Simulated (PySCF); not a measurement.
Species: C₂H₆GeO.
Numbering: `[CH2:1]=[CH:2][O:3][GeH3:4]` (hydrogens: H5, H6 on C1; H7 on C2; H8, H9, H10 on Ge4)

Level of theory: PBE0-D3(BJ)/def2-SVP geometry optimisation, gas phase in PySCF 2.14.0.

(1) What internal coordinates does the optimisation give?

Results:

(1) 
```
                   bond  length (Å)
                  C1=C2       1.338
                  C2–O3       1.342
                 O3–Ge4       1.804
                  C1–H5       1.090
                  C1–H6       1.094
                  C2–H7       1.097
Ge4–H8, Ge4–H9, Ge4–H10       1.535
```

Bonds in one row agree within 0.01 Å and their mean is given. A selection of angles:
```
     angle  degrees
  C2–C1–H5    119.6
  C2–C1–H6    123.0
  H5–C1–H6    117.4
  C1–C2–O3    128.0
  C1–C2–H7    120.7
  O3–C2–H7    111.3
 C2–O3–Ge4    123.0
 O3–Ge4–H8    108.7
O3–Ge4–H10    102.8
 H8–Ge4–H9    111.3
H9–Ge4–H10    112.5
```

Torsions: C1–C2–O3–Ge4 1° (synperiplanar).

Ge4 (germanium bonded to O and 3 H) is distorted tetrahedral (angles from 102.8° to 112.5°). The 4 heavy atoms lie in one plane (0.003 Å rms).

Point group: Cs (tolerance 0.08 Å). No PBE0-D3(BJ)/def2-SVP frequencies stand behind this structure, so it isn't proved a minimum. The numbers are those of one conformer.

On Arm Neoverse V1, one thread (shared host), this took 30 s and 0.42 GiB of memory at its peak. This is the geometry optimisation.
